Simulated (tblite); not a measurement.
A geometry optimisation, step by step.

C8H18P (charge +1).
Atom-mapped SMILES: `[CH3:1][CH:2]([CH3:3])[CH2:4][P@H+:5]([CH3:6])[CH:7]1[CH2:8][CH2:9]1` (hydrogens: H10, H11, H12 on C1; H13 on C2; H14, H15, H16 on C3; H17, H18 on C4; H19 on P5; H20, H21, H22 on C6; H23 on C7; H24, H25 on C8; H26, H27 on C9)

Computed with GFN2-xTB (tblite), gas phase: L-BFGS steps from a force-field or distance-geometry start until the largest atomic force falls under 0.01 eV/Å. 7 of its 129 geometries are shown.

Step 0: E = -772.6519 eV, largest atomic force 1.666 eV/Å
```
atom  x, y, z in Å  |  force x, y, z in eV/Å
C1      2.099    0.373    1.630   -0.586   0.258   0.063
C2      2.021   -0.077    0.165    0.644  -0.190   0.602
C3      3.206    0.502   -0.610   -0.396   0.369  -0.562
C4      0.696    0.322   -0.483    0.397   0.178   0.744
P5     -0.755   -0.465    0.272   -0.333   0.471  -1.563
C6     -0.674   -2.174   -0.262    0.302  -0.844   0.890
C7     -2.125    0.206   -0.731    0.127   0.079   1.243
C8     -2.768    1.470   -0.231   -0.500  -0.339  -0.058
C9     -3.493    0.149   -0.118   -0.200   0.452   0.121
H10     1.966    1.460    1.717    0.131  -0.311  -0.085
H11     1.303   -0.100    2.228    0.207   0.040  -0.152
H12     3.049    0.104    2.082   -0.005   0.007  -0.116
H13     2.111   -1.173    0.168   -0.002   0.070  -0.148
H14     3.188    0.152   -1.653    0.062   0.143   0.353
H15     4.150    0.213   -0.170    0.053  -0.107   0.093
H16     3.156    1.601   -0.615    0.016  -0.395  -0.016
H17     0.714    0.057   -1.536   -0.206  -0.158  -0.203
H18     0.562    1.395   -0.415    0.010   0.385   0.013
H19    -0.945   -0.240    1.650    0.032  -0.185  -0.678
H20     0.165   -2.681    0.246   -0.296   0.049  -0.191
H21    -1.598   -2.687    0.007    0.001  -0.078  -0.021
H22    -0.523   -2.245   -1.339   -0.023   0.226   0.054
H23    -2.043    0.073   -1.787    0.251  -0.193  -0.409
H24    -3.133    2.169   -0.975    0.120  -0.040   0.194
H25    -2.394    1.923    0.676   -0.028   0.032  -0.073
H26    -3.617   -0.282    0.875    0.043   0.078  -0.270
H27    -4.338   -0.021   -0.778    0.180   0.003   0.176
```

Step 21: E = -772.9360 eV, largest atomic force 0.051 eV/Å
```
atom  x, y, z in Å  |  force x, y, z in eV/Å
C1      2.097    0.367    1.640   -0.018   0.014   0.007
C2      2.063   -0.082    0.184    0.003  -0.012  -0.001
C3      3.227    0.514   -0.604   -0.004   0.020  -0.010
C4      0.751    0.359   -0.488    0.006  -0.006   0.004
P5     -0.756   -0.476    0.079    0.021   0.022  -0.010
C6     -0.669   -2.255   -0.222   -0.002   0.022   0.021
C7     -2.182    0.227   -0.757    0.034  -0.008   0.003
C8     -2.820    1.481   -0.212    0.035  -0.006  -0.015
C9     -3.537    0.183   -0.097    0.015  -0.037  -0.011
H10     1.980    1.446    1.711    0.011   0.030   0.002
H11     1.304   -0.107    2.219   -0.009  -0.023   0.002
H12     3.047    0.102    2.094   -0.004  -0.016  -0.007
H13     2.148   -1.172    0.151   -0.023  -0.026  -0.038
H14     3.215    0.171   -1.635    0.003  -0.009   0.002
H15     4.176    0.220   -0.165   -0.020  -0.009   0.033
H16     3.173    1.599   -0.602    0.012   0.024   0.013
H17     0.802    0.163   -1.566   -0.020   0.029  -0.014
H18     0.605    1.435   -0.348    0.002  -0.009  -0.029
H19    -0.947   -0.279    1.431   -0.015   0.009  -0.008
H20     0.159   -2.696    0.334   -0.039  -0.002   0.009
H21    -1.606   -2.721    0.083    0.025  -0.020   0.009
H22    -0.515   -2.428   -1.289   -0.002   0.012   0.021
H23    -2.137    0.109   -1.834   -0.002  -0.011  -0.019
H24    -3.168    2.206   -0.931   -0.018   0.033   0.011
H25    -2.419    1.921    0.689    0.035   0.010   0.009
H26    -3.628   -0.262    0.883    0.019  -0.032   0.017
H27    -4.386   -0.001   -0.735   -0.045   0.001   0.002
```

Step 43: E = -772.9478 eV, largest atomic force 0.035 eV/Å
```
atom  x, y, z in Å  |  force x, y, z in eV/Å
C1      2.060    0.336    1.622    0.000  -0.014  -0.006
C2      2.048   -0.079    0.155   -0.006   0.005  -0.017
C3      3.236    0.526   -0.588    0.008   0.011   0.000
C4      0.749    0.382   -0.528   -0.006   0.005  -0.004
P5     -0.752   -0.455    0.044    0.000   0.014   0.013
C6     -0.661   -2.244   -0.181   -0.010   0.025   0.007
C7     -2.183    0.222   -0.799   -0.007   0.002  -0.002
C8     -2.796    1.466   -0.206   -0.020  -0.008   0.004
C9     -3.509    0.164   -0.083    0.004   0.002  -0.010
H10     1.970    1.416    1.717   -0.025  -0.011  -0.007
H11     1.249   -0.139    2.174   -0.012   0.003   0.006
H12     2.997    0.041    2.086    0.000  -0.024  -0.001
H13     2.118   -1.170    0.090    0.022   0.007   0.001
H14     3.256    0.200   -1.625    0.009  -0.004  -0.001
H15     4.165    0.219   -0.117    0.006  -0.012  -0.009
H16     3.189    1.611   -0.567   -0.005   0.019   0.004
H17     0.798    0.202   -1.609    0.010  -0.010   0.015
H18     0.604    1.458   -0.380    0.012   0.002  -0.004
H19    -0.976   -0.205    1.381    0.031  -0.012   0.003
H20     0.146   -2.669    0.414   -0.008   0.008  -0.002
H21    -1.609   -2.688    0.124    0.007  -0.029  -0.008
H22    -0.486   -2.461   -1.237    0.005  -0.005   0.026
H23    -2.166    0.112   -1.878   -0.004  -0.004   0.013
H24    -3.177    2.210   -0.887   -0.012  -0.014   0.023
H25    -2.345    1.884    0.685   -0.016   0.005  -0.029
H26    -3.554   -0.309    0.889    0.007   0.022  -0.026
H27    -4.391   -0.005   -0.682    0.009   0.016   0.011
```

Step 64: E = -772.9547 eV, largest atomic force 0.031 eV/Å
```
atom  x, y, z in Å  |  force x, y, z in eV/Å
C1      2.022    0.258    1.596   -0.004  -0.018  -0.004
C2      2.055   -0.093    0.112   -0.004   0.007  -0.002
C3      3.253    0.559   -0.572   -0.004  -0.002   0.000
C4      0.762    0.378   -0.578    0.004  -0.003   0.002
P5     -0.745   -0.419    0.038    0.008   0.017  -0.005
C6     -0.643   -2.215   -0.123   -0.003   0.023   0.002
C7     -2.190    0.238   -0.800    0.007  -0.004   0.000
C8     -2.822    1.476   -0.210    0.010   0.001  -0.017
C9     -3.504    0.161   -0.065   -0.007   0.007  -0.002
H10     1.921    1.333    1.732    0.000  -0.028   0.008
H11     1.195   -0.243    2.100    0.002  -0.005   0.014
H12     2.941   -0.060    2.079    0.013   0.016  -0.018
H13     2.147   -1.179    0.003   -0.014   0.019  -0.003
H14     3.303    0.282   -1.623   -0.015   0.017  -0.001
H15     4.173    0.233   -0.096    0.001   0.018   0.002
H16     3.193    1.642   -0.498    0.017  -0.009  -0.006
H17     0.801    0.165   -1.654    0.004  -0.012   0.006
H18     0.640    1.461   -0.464    0.013  -0.012   0.023
H19    -0.949   -0.124    1.369    0.005  -0.001  -0.006
H20     0.142   -2.608    0.523   -0.026   0.004   0.009
H21    -1.599   -2.663    0.149    0.017  -0.002   0.003
H22    -0.409   -2.468   -1.159   -0.019   0.005   0.002
H23    -2.183    0.120   -1.877   -0.006  -0.012  -0.004
H24    -3.238    2.198   -0.895    0.004   0.007  -0.014
H25    -2.368    1.926    0.662   -0.004  -0.029   0.011
H26    -3.525   -0.305    0.910    0.009   0.009   0.009
H27    -4.393   -0.025   -0.647   -0.008  -0.014  -0.009
```

Step 85: E = -772.9628 eV, largest atomic force 0.043 eV/Å
```
atom  x, y, z in Å  |  force x, y, z in eV/Å
C1      2.029    0.143    1.581   -0.010   0.001  -0.004
C2      2.069   -0.107    0.077    0.022   0.010   0.009
C3      3.256    0.610   -0.561    0.002   0.007  -0.010
C4      0.777    0.385   -0.599    0.007  -0.009   0.009
P5     -0.736   -0.368    0.053   -0.015  -0.040   0.004
C6     -0.653   -2.168   -0.045    0.001  -0.018   0.002
C7     -2.191    0.237   -0.807   -0.017  -0.008  -0.006
C8     -2.850    1.478   -0.261   -0.007   0.005   0.010
C9     -3.506    0.156   -0.070    0.014  -0.016  -0.010
H10     1.838    1.193    1.793    0.003  -0.017  -0.010
H11     1.259   -0.462    2.063    0.005   0.004  -0.008
H12     2.984   -0.121    2.027   -0.020   0.001  -0.006
H13     2.180   -1.183   -0.101   -0.012   0.020  -0.010
H14     3.299    0.416   -1.630    0.005   0.006   0.002
H15     4.185    0.264   -0.117   -0.012   0.004  -0.008
H16     3.183    1.684   -0.406    0.012  -0.010   0.005
H17     0.798    0.154   -1.671   -0.010   0.011  -0.007
H18     0.683    1.471   -0.496    0.003   0.000   0.020
H19    -0.926   -0.006    1.369   -0.002  -0.013   0.004
H20     0.103   -2.558    0.638   -0.006   0.014  -0.022
H21    -1.623   -2.595    0.210    0.003   0.002   0.009
H22    -0.397   -2.453   -1.068   -0.009   0.002   0.040
H23    -2.186    0.071   -1.878    0.011   0.013  -0.002
H24    -3.281    2.174   -0.964    0.015  -0.001  -0.016
H25    -2.404    1.955    0.601   -0.006   0.020   0.003
H26    -3.521   -0.273    0.923    0.010   0.011  -0.010
H27    -4.388   -0.072   -0.649    0.014   0.000   0.010
```

Step 107: E = -772.9673 eV, largest atomic force 0.038 eV/Å
```
atom  x, y, z in Å  |  force x, y, z in eV/Å
C1      2.033    0.080    1.561    0.011  -0.005  -0.001
C2      2.075   -0.108    0.049    0.003   0.002  -0.003
C3      3.252    0.647   -0.562    0.001   0.003   0.001
C4      0.772    0.399   -0.591   -0.001   0.002   0.010
P5     -0.732   -0.363    0.075    0.003  -0.005   0.003
C6     -0.664   -2.166    0.015    0.005  -0.003  -0.002
C7     -2.175    0.232   -0.809   -0.003  -0.017   0.007
C8     -2.848    1.483   -0.302    0.002  -0.001  -0.009
C9     -3.497    0.160   -0.087   -0.013   0.007  -0.002
H10     1.815    1.115    1.813    0.001   0.015   0.004
H11     1.283   -0.564    2.022   -0.018  -0.003  -0.003
H12     2.996   -0.173    1.994    0.017  -0.011   0.011
H13     2.193   -1.174   -0.175   -0.003   0.002  -0.011
H14     3.282    0.520   -1.641   -0.004  -0.003  -0.003
H15     4.186    0.274   -0.152    0.004  -0.004  -0.003
H16     3.185    1.709   -0.339   -0.004   0.008   0.002
H17     0.767    0.206   -1.671    0.006  -0.006   0.013
H18     0.678    1.481   -0.448    0.001   0.002  -0.003
H19    -0.928    0.014    1.385    0.002   0.011  -0.002
H20     0.111   -2.544    0.681    0.002   0.005  -0.003
H21    -1.630   -2.575    0.311    0.009  -0.002   0.003
H22    -0.441   -2.480   -1.007   -0.005  -0.001  -0.003
H23    -2.158    0.044   -1.877    0.008   0.007  -0.002
H24    -3.272    2.155   -1.031    0.008   0.004  -0.014
H25    -2.419    1.989    0.552   -0.004  -0.007   0.000
H26    -3.519   -0.239    0.918    0.004  -0.014  -0.007
H27    -4.365   -0.094   -0.673   -0.032   0.013   0.017
```

Step 128: E = -772.9695 eV, largest atomic force 0.009 eV/Å
```
atom  x, y, z in Å  |  force x, y, z in eV/Å
C1      2.046    0.052    1.560   -0.001  -0.001   0.007
C2      2.073   -0.104    0.043   -0.002  -0.002   0.008
C3      3.241    0.669   -0.563   -0.002  -0.001   0.001
C4      0.761    0.406   -0.574    0.003   0.002   0.000
P5     -0.738   -0.369    0.089    0.000   0.001  -0.002
C6     -0.652   -2.171    0.040    0.000   0.000  -0.004
C7     -2.178    0.213   -0.811   -0.001   0.002  -0.001
C8     -2.837    1.482   -0.331   -0.001   0.000   0.000
C9     -3.509    0.174   -0.102    0.003  -0.008  -0.002
H10     1.866    1.089    1.837    0.005  -0.002  -0.007
H11     1.271   -0.572    2.009    0.005  -0.003  -0.002
H12     3.001   -0.247    1.983   -0.004  -0.001  -0.001
H13     2.194   -1.164   -0.205   -0.004  -0.001   0.000
H14     3.252    0.575   -1.646   -0.002  -0.003  -0.005
H15     4.181    0.282   -0.182   -0.001   0.002   0.004
H16     3.179    1.724   -0.307   -0.005   0.003   0.001
H17     0.750    0.225   -1.656    0.000   0.002  -0.003
H18     0.664    1.486   -0.419    0.001   0.002   0.001
H19    -0.945    0.021    1.395    0.001  -0.003   0.003
H20     0.162   -2.535    0.666    0.000   0.005   0.002
H21    -1.595   -2.590    0.390    0.000   0.001   0.000
H22    -0.481   -2.489   -0.990    0.002   0.000  -0.003
H23    -2.150    0.013   -1.877   -0.001  -0.002   0.005
H24    -3.240    2.150   -1.075   -0.001  -0.001  -0.003
H25    -2.411    1.993    0.522    0.003   0.002  -0.001
H26    -3.546   -0.214    0.906    0.003   0.003   0.001
H27    -4.379   -0.073   -0.690   -0.002   0.002   0.002
```

Problem. Summarise the path.

Solution. The energy falls by 0.3175 eV from step 0 to step 128; nine tenths of that is first reached at step 24. It falls at every step. The largest force goes from 1.666 to 0.009 eV/Å. Among the bonds P5–H19 changes most, from 1.410 to 1.378 Å; the atoms move by 0.284 Å rms after alignment.
